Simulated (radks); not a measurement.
The numbers below are computed, except where a source is named.
Ce I, configuration [Kr] 4d10 4f1 5s2 5p5.5 5d1 6s2 6d0.5 (fractional occupations, a model configuration). Code: a radial shooting solver on a logarithmic mesh with Libxc functionals. Model: Dirac Kohn-Sham, PBE, spin-unpolarised, spherical densities, finite nucleus; open shells are shared between the two j in proportion to 2j + 1; Fermi nuclear charge, rms radius 4.8771 fm.

Radial electron density D(r) = 4 pi r^2 rho(r):

r (bohr),D(r) (e/bohr)
0.002458,12.07
0.003468,20.03
0.004892,31.67
0.0069,46.83
0.009733,63.13
0.01373,75.18
0.01952,77.01
0.02754,70.25
0.03884,69.94
0.05479,87.12
0.07729,99.87
0.109,83.42
0.155,74.83
0.2187,86.24
0.3084,56.22
0.4351,30.98
0.6137,36.41
0.8657,20.93
1.231,9.530
1.736,6.196
2.449,2.415
3.455,1.059
4.873,0.4656
6.929,0.09064
9.775,0.03399
13.79,0.04103
19.45,0.01921
27.43,0.002209

D(r) has 5 maxima, at r = 0.0172, 0.0761, 0.213, 0.594, 13.6 bohr, and minima at 0.0334, 0.141, 0.435, 9.47 bohr, inside which lie 2.02, 11.19, 29.02, 57.58 electrons.
